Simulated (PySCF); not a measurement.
# Electron correlation in Re⁺ (rhenium, charge +1)

[Xe] 4f14 5d4 6s1 6p1, one real determinant (an excited configuration). Calculation: PySCF 2.14, in aug-cc-pwCVDZ-PP with ECP60MDF (6s6p5d3f, 70 functions); a scalar-relativistic core potential. Frozen: 5s2 5p6; 6 electrons correlated.

```json
{"level": "CCSD", "correlation energy (mhartree)": "-64.37"}
{"level": "(T)", "correlation energy (mhartree)": "-1.16"}
{"level": "CCSD(T)", "correlation energy (mhartree)": "-65.53"}
```

Diagnostics: T1 = 0.068, D1 = 0.2330, largest double amplitude 0.098.

Question: Is a single reference adequate?

Answer: Not fully. The real determinant used has ⟨L²⟩ near 8 against 12 for a pure F term, so it mixes terms. Spin-orbit coupling, absent here, splits the open shell strongly. T1 exceeds 0.03, a sign that the reference determinant is poor.

The reference is one real determinant that mixes LS terms of this configuration.
